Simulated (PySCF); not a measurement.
**Electron correlation in Zr (zirconium, neutral)**

[Kr] 4d4, high-spin 5D determinant (an excited configuration). Calculation: PySCF 2.14, in def2-QZVPPD with the def2 core potential (28 electrons); scalar relativity through the core potential. Frozen: nothing; 12 electrons correlated.

```
  level  correlation energy (mhartree)
   CCSD                        -316.17
    (T)                         -11.21
CCSD(T)                        -327.38
```

Diagnostics: T1 = 0.0064, D1 = 0.0158, largest double amplitude 0.033.

Cost of the coupled-cluster step: of the order of 50 core-seconds, for 12 correlated electrons.

Iterations:

```
CC2 = 0
CCSD nocc = (np.int64(8), np.int64(4)), nmo = (81, 81)
frozen orbitals [[], []]
max_cycle = 100
direct = 0
conv_tol = 1e-08
conv_tol_normt = 1e-06
diis_space = 8
diis_start_cycle = 0
Init t2, MP2 energy = -0.304113335784143
Init E_corr(UCCSD) = -0.304113335884921
cycle = 1  E_corr(UCCSD) = -0.310931161337027  dE = -0.00681782545  norm(t1,t2) = 0.0415465
cycle = 2  E_corr(UCCSD) = -0.315079653012084  dE = -0.00414849168  norm(t1,t2) = 0.0168802
cycle = 3  E_corr(UCCSD) = -0.315911640462583  dE = -0.00083198745  norm(t1,t2) = 0.0127585
cycle = 4  E_corr(UCCSD) = -0.31592161684743  dE = -9.97638485e-06  norm(t1,t2) = 0.0152682
cycle = 5  E_corr(UCCSD) = -0.316418110215651  dE = -0.000496493368  norm(t1,t2) = 0.0111084
cycle = 6  E_corr(UCCSD) = -0.316198817944893  dE = 0.000219292271  norm(t1,t2) = 0.00247744
cycle = 7  E_corr(UCCSD) = -0.316151311070618  dE = 4.75068743e-05  norm(t1,t2) = 0.000433314
cycle = 8  E_corr(UCCSD) = -0.316172141214837  dE = -2.08301442e-05  norm(t1,t2) = 0.000190802
cycle = 9  E_corr(UCCSD) = -0.316171326173489  dE = 8.15041348e-07  norm(t1,t2) = 7.1563e-05
cycle = 10  E_corr(UCCSD) = -0.31616943337311  dE = 1.89280038e-06  norm(t1,t2) = 1.8152e-05
cycle = 11  E_corr(UCCSD) = -0.31616973427665  dE = -3.00903541e-07  norm(t1,t2) = 5.33638e-06
cycle = 12  E_corr(UCCSD) = -0.316169784834898  dE = -5.05582476e-08  norm(t1,t2) = 2.01112e-06
cycle = 13  E_corr(UCCSD) = -0.316169806919285  dE = -2.20843872e-08  norm(t1,t2) = 8.87254e-07
cycle = 14  E_corr(UCCSD) = -0.316169790786851  dE = 1.61324346e-08  norm(t1,t2) = 3.19735e-07
cycle = 15  E_corr(UCCSD) = -0.316169786825057  dE = 3.96179306e-09  norm(t1,t2) = 1.01933e-07
UCCSD converged
E(UCCSD) = -46.6695997362178  E_corr = -0.3161697868250575
UCCSD(T) correction = -0.0112110315630833
```

The basis has no tight functions for the innermost shells, so their pair energies are far from complete.

This basis was not built for core-valence correlation, so the inner-shell part is incomplete.
